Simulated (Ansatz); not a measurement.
The first iterations of a band of a periodic cell of 21 atoms, H$_{2}$C$_{18}$O (surface graphene monolayer, adsorbate H2O).

Method: DFT PBE, scalar-relativistic, plane waves, PAW in Ansatz. Settings: cutoff 420 eV, k mesh 2x2x1, gaussian smearing 0.05 eV, no spin polarisation.

| Property | Result |
| --- | --- |
| movable images | 3 |
| climbing image | yes |
| spring | 5.0 eV/Å² |
| optimiser | quadratic models (default) |
| start path | default |
| force threshold | 0.05 eV/Å |
| iteration limit | 6 |
| end points | relaxed |

Initial state:

```xyz
21
Lattice="7.3980 0.0000 0.0000 -3.6990 6.4069 0.0000 0.0000 0.0000 11.0000" Properties=species:S:1:pos:R:3
C 0.065 0.007 0.718
C 1.312 0.727 0.719
C -1.164 2.157 0.717
C 0.065 2.867 0.718
C -2.387 4.282 0.718
C -1.164 4.987 0.719
C 2.535 0.021 0.720
C 3.764 0.731 0.721
C 1.312 2.147 0.718
C 2.535 2.853 0.718
C 0.065 4.278 0.718
C 1.313 4.999 0.718
C 5.012 0.010 0.719
C 6.234 0.717 0.718
C 3.764 2.144 0.719
C 5.012 2.864 0.718
C 2.535 4.293 0.718
C 3.764 5.002 0.718
O 3.826 1.550 4.345
H 2.984 1.731 4.790
H 3.567 1.301 3.443
```

Final state:

Only the atoms that move by more than 0.05 Å are listed.
```
O19 6.292 1.550 4.345
H20 5.450 1.731 4.790
H21 6.033 1.301 3.443
```

| iteration | highest image above the first end (eV) | largest band force component (eV/Å) |
| --- | --- | --- |
| 1 | 0.015 | 0.283 |
| 2 | 0.007 | 0.215 |

Task: Does the band converge within its limit, and where does its top end?

Result: It did not converge within its limit. It ended after 6 iterations with the highest image 0.001 eV above the first end. The band didn't meet its force threshold, so its energies are provisional: the largest band force was still 0.23 eV/Å, and over the last iterations the top stayed at 0.00 eV. Limits of this set-up: slab without dipole correction, no dispersion correction for a molecule that may bind weakly.

The run took 2 min on 1 thread of Arm Neoverse V2 (shared host), peak memory 0.81 GiB.
